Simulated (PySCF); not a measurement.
## A survey of ¹⁵N NMR shifts

[PySCF 2.14: shieldings: GIAO PBE0/pcSseg-1; GFN2-xTB structure; no solvent; single conformer; non-relativistic Hamiltonian; fast rotation and ring inversion assumed for equivalent nuclei]

Shieldings were converted by a linear fit to measured shifts: ¹⁵N (scatter 6.3 ppm rms vs CH3NO2, solution or neat liquid). A few per cent of atoms miss by over 2 rms, more outside the fitted compound classes.

Give the ¹⁵N shifts of `C/N=C/[SiH](OC)OC`, `CNc1ccncc1`, `Clc1cpccn1`, `Clc1cpccn1`, `Cc1cnncc1C`, `Cc1cnncc1C`, `Clc1ccncp1`, `CSc1ncccp1`.

Results:


| compound | environment | δ (ppm) |
| --- | --- | --- |
| C/N=C/[SiH](OC)OC | imine nitrogen | 11.3 |
| [CH3:1][NH:2][c:3]1[cH:4][cH:5][n:6][cH:7][cH:8]1 | N6: pyridine-type ring nitrogen | -96.1 |
| [CH3:1][NH:2][c:3]1[cH:4][cH:5][n:6][cH:7][cH:8]1 | N2: aniline-type nitrogen | -320.3 |
| Clc1cpccn1 | pyridine-type ring nitrogen | -67.8 |
| Clc1cpccn1 | pyridine-type ring nitrogen | -67.8 |
| Cc1cnncc1C | pyridine-type ring nitrogen (×2) | 28.6 |
| Cc1cnncc1C | pyridine-type ring nitrogen (×2) | 28.6 |
| Clc1ccncp1 | pyridine-type ring nitrogen | -52.2 |
| CSc1ncccp1 | pyridine-type ring nitrogen | -80.8 |
